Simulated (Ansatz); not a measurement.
Species: C₃H₄O, charge 0, singlet. C3H4O (SMILES O=C1CC1).
B3LYP-D3(BJ)/def2-TZVP minimum from Ansatz (a first-principles code):
```
C
H 1 1.0839
H 1 1.0839 2 114.69
C 1 1.4653 2 118.84 3 149.21
O 4 1.1941 1 147.60 2 -73.96
C 4 1.4653 5 147.60 1 -180.00
H 6 1.0839 4 118.84 5 73.96
H 6 1.0839 7 114.69 4 149.21
```
Charge 0, spin multiplicity 1.

Total energies in cc-pVDZ, 22 correlated electrons, 4 frozen orbitals. UHF or UKS for unpaired electrons; spin-orbit terms are left out. Correlated methods leave the cores frozen. No relativity.

| method | program | energy (Eh) | minus CCSDT(Q) (mEh) |
|---|---|---|---|
| HF | Ansatz | -190.74058 | 633.64 |
| MP2 | Ansatz | -191.32110 | 53.12 |
| CCSD | Ansatz | -191.35063 | 23.58 |
| CCSD(T) | Ansatz | -191.37176 | 2.45 |
| CCSDT(Q) | Ansatz | -191.37422 | 0.00 |

Rough core times of Ansatz's runs on a shared machine: CCSD(T) under 20 s, CCSDT(Q) 5 min.
